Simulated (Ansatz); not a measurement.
`N=C[SeH]` + HI → `N=CI` + H₂Se at 600 K and 1 bar (substitution at a C–Se bond).

Calculated with Ansatz (gas phase, PBE0-D4/def2-TZVP geometries, no zero-point term in ΔE). CCSD(T)/CBS is the MP2 limit (def2-TZVPP, def2-QZVPP) plus CCSD(T) − MP2 in def2-TZVPP, frozen cores. def2 core potentials past Kr. For I, Se outer-core shells are correlated without core-valence functions, which leaves a few kJ/mol of doubt a bond. Scalar relativity is left out up to krypton. Each species was taken in one conformer, which may not be the lowest.

```
   species  CCSD(T)/CBS energy (Eh)  H − E (kJ/mol)  S (J/(mol·K))
`N=C[SeH]`              -2495.22891           137.4          332.7
        HI               -298.03592            31.6          227.0
    `N=CI`               -391.36369           110.5          322.9
      H₂Se              -2401.89790            57.0          244.8
```

H − E and S are ideal-gas, rigid-rotor, harmonic terms from PBE0-D4/def2-TZVP, for one conformer and one mirror image of each species. 1 Eh = 2625.50 kJ/mol, R = 8.31446 J/(mol·K).

By hand: ΔE, ΔH, ΔS and ΔG.

ΔE = (-391.36369) + (-2401.89790) − (-2495.22891) − (-298.03592) = 0.00324 Eh = 8.5 kJ/mol. Δ(H − E) = 110.5 + 57.0 − 137.4 − 31.6 = -1.5, so ΔH = 7.0 kJ/mol. ΔS = 322.9 + 244.8 − 332.7 − 227.0 = 8.0 J/(mol·K). ΔG = 7.0 − 600 × (8.0)/1000 = 2.2 kJ/mol.

By hand: the equilibrium constant, and the temperature at which ΔG would vanish if ΔH and ΔS stayed fixed.

log₁₀ K = −ΔG/(RT ln 10) = -0.2. ΔG = 0 at ΔH/ΔS = 875 K, though so small a ΔH makes that figure unsure.

TΔS isn't small against ΔH here. The sign of ΔG lies within the doubt. A doubt of 5 kJ/mol in ΔE shifts log₁₀ K by 0.4 here. Other conformers and mirror images would add mixing entropy, several J/(mol·K) or more a flexible species. These are equilibria of isolated gas molecules and say nothing of rates. Largest T1 diagnostic: 0.012 (customary marks: 0.02 for closed shells, 0.045 for open ones).
